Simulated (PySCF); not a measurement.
## Eu(NH2)3: one run

Eu(NH2)3 (singlet in the valence; each metal's 4f electrons, 6 of them, lie in its core potential, out of spins and levels). PySCF 2.14.0, RKS BLYP, Eu lcecp-1-SVP with ECP52, N def2-SVP, H def2-SVP; non-relativistic Hamiltonian with scalar-relativistic core potentials where named; density fitting; no spin-orbit coupling. Purpose: level BLYP.

```python
mol = gto.M(atom='''
Eu    -0.00789    -0.00942     0.06305
N      2.21571     0.00190     0.00326
H      2.83889     0.81110     0.07188
H      2.83905    -0.80224    -0.10882
N     -1.11048     1.91531     0.23093
H     -0.69709     2.84899     0.29854
H     -2.12171     2.07231     0.23455
N     -1.11442    -1.92133    -0.20878
H     -2.12752    -2.06216    -0.24452
H     -0.71455    -2.85446    -0.34009''',
    basis={'Eu': 'lcecp-1-SVP', 'N': 'def2-SVP', 'H': 'def2-SVP'},
    ecp={'Eu': 'lcecp-1-SVP'},
    charge=0, spin=0)
mf = dft.RKS(mol, xc='BLYP')
mf.grids.atom_grid = (75, 302)  # f atoms: unpruned, at least (60, 302)
mf = mf.density_fit()  # fitting sets: Eu AutoAux, N def2-universal-JKFIT, H def2-universal-JKFIT
mf.conv_tol = 1e-08; mf.max_cycle = 55
mf.kernel(dm0)  # dm0: converged density of the relaxed state
mf.nuc_grad_method().kernel()
```

Run from Python with OMP_NUM_THREADS=2; the lines above give its settings. Where DIIS fails, smearing, a level shift and second-order steps follow.
It took 5.2 s on 2 threads of Arm Neoverse V2, on a shared host, from an already converged density.

**Question.** Where do the frontier levels lie, over both spins?

**Answer.** HOMO -4.51 eV, LUMO -1.81 eV. The 4f levels lie in the core potential and are missing.

**Question.** What are the Mulliken charges and spins?

**Answer.** 
```
atom  charge (e)  spin (e)
 Eu1       0.697     0.000
  N2      -0.415     0.000
  H3       0.092     0.000
  H4       0.091     0.000
  N5      -0.415     0.000
  H6       0.092     0.000
  H7       0.091     0.000
  N8      -0.416     0.000
  H9       0.091     0.000
 H10       0.091     0.000
```
The spin of the 4f electrons in the core isn't counted.

**Question.** What forces act on the atoms (eV/Å)?

**Answer.** 
```
Eu   0.00 -0.01  0.02
N   -0.26  0.00  0.01
H    0.22  0.27  0.02
H    0.22 -0.27 -0.04
N    0.12 -0.25 -0.02
H    0.14  0.35  0.03
H   -0.35  0.06  0.00
N    0.13  0.23  0.04
H   -0.35 -0.05 -0.01
H    0.13 -0.33 -0.05
```
Forces carry noise of the integration grid, about 0.01 to 0.03 eV/Å.

The geometry was relaxed with B3LYP (Eu lcecp-1-SVP with ECP52, N def2-SVP, H def2-SVP).

An lcecp potential fixes the number of 4f electrons, so in runs with it no electron can move into or out of that shell.
